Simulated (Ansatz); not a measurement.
Relaxation of C$_{2}$HF$_{2}$I (6 atoms, charge 0, multiplicity 1), to a largest force component of 0.015 eV/Å in at most 40 steps.

Computed with RKS PBE-D4/def2-SVP in Ansatz 0.2.0.

```xyz
6
Properties=species:S:1:pos:R:3
F -1.500 0.840 0.125
C -0.477 0.194 0.539
C 0.447 -0.256 -0.286
F 0.256 -0.047 -1.693
I 2.098 -1.333 0.230
H -0.493 0.083 1.610
```

Task: Where does it end, and by what steps?

Result: It converged. After 6 steps the energy has fallen by 0.332 eV; F1 moved furthest, 0.09 Å.

```
step  energy less start (eV)  largest force component (eV/Å)  accepted
   0                  0.0000                           3.741       yes
   1                 -0.2417                           2.067       yes
   2                 -0.3170                           0.511       yes
   3                 -0.3261                           0.323       yes
   4                 -0.3313                           0.116       yes
   5                 -0.3323                           0.037       yes
   6                 -0.3324                           0.005       yes
```

```xyz
6
Properties=species:S:1:pos:R:3
F -1.575 0.888 0.127
C -0.498 0.203 0.531
C 0.411 -0.257 -0.351
F 0.298 -0.062 -1.662
I 2.112 -1.338 0.262
H -0.416 0.047 1.617
```

Whether the end is a true minimum wasn't checked by a vibrational analysis.

Time of the run: 21 s on 1 thread of Intel(R) Xeon(R) Processor @ 2.70GHz (shared host), peak memory 0.13 GiB.
